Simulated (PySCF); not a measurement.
C3H11BF2P2: full NMR table

```
Formula                               : C3H11BF2P2
SMILES                                : C[B-](C)(C)[P+](F)(F)P
Point group of the computed structure : C1
Carbon signals                        : 1
Proton signals                        : 2
```

Structure with atom numbers: `[CH3:1][B-:2]([CH3:3])([CH3:4])[P+:5]([F:6])([F:7])[PH2:8]`. Each H is labelled by its parent atom.

All values are calculated (PySCF): PBE0-D3(BJ)/def2-SVP structure, σ from GIAO-PBE0/pcSseg-1. Gas phase, rapidly exchanging positions averaged, single conformer, relativity neglected.

δ = σ(ref) − σ, references computed at the same level: TMS for ¹H (σref 31.27), ¹³C (σref 184.41); ¹⁹F (σref 177.25) vs CFCl3; ³¹P (σref 310.13) vs H3PO4; ¹¹B (σref 100.73) vs BF3·OEt2.

```tsv
carbon	δC, type	δH (multiplicity)	HMBC from (2–3 bonds)	span of the C tensor (ppm)
C1/C3/C4	5.6, CH3	-0.08 (m)	H(C1)/H(C3)/H(C4)	18
```

Other nuclei:
| atoms | nucleus | environment | δ (ppm) | σ (ppm) |
| --- | --- | --- | --- | --- |
| H(P8) | ¹H | hydrogen on a phosphorus bonded to P | 3.11 | 28.16 |
| F6/F7 | ¹⁹F | fluorine bonded to P | -104.1 | 281.4 |
| P5 | ³¹P | phosphorus bonded to B, 2 F, P | 244.9 | 65.2 |
| P8 | ³¹P | phosphorus bonded to P, 2 H | -229.3 | 539.4 |
| B2 | ¹¹B | boron bonded to 3 C, P | -18.9 | 119.6 |

δC 5.6: methyl carbon bonded to B. δH 3.11: hydrogen on a phosphorus bonded to P. δH -0.08: hydrogen on a methyl carbon bonded to B.

A carbon bonded to boron is broadened by the quadrupolar boron nucleus and is often missing from a measured spectrum. Splittings by ¹⁹F and ³¹P in the carbon and heteronuclear signals aren't shown, as no couplings were computed. Shifts are as computed. Against solution values, carbons near 30 ppm lie about +2 ppm off and those near 130 ppm about +5 ppm (rms about the fit 1.9 ppm; single classes can miss by 10 ppm). Of 1328 compounds with measured shifts, 309 miss one by over three times the rms of a fit or turn the order of signals round; such compounds aren't used in these exercises. Signals without a measured value on file couldn't be tested in this way; 1H shifts scatter by 0.2 ppm about their fit, and single ones miss by 0.5 ppm. Unscaled 19F shifts against computed CFCl3 carry errors that often reach 10 to 50 ppm. Experimental scales use liquid or dissolved standards, which lie at an offset from isolated H3PO4. No couplings were computed; multiplicities are counted from neighbouring protons, with m where these are inequivalent, close in shift, in a saturated or five-membered ring or joined by F or P, and br s for small geminal =CH2 splittings.
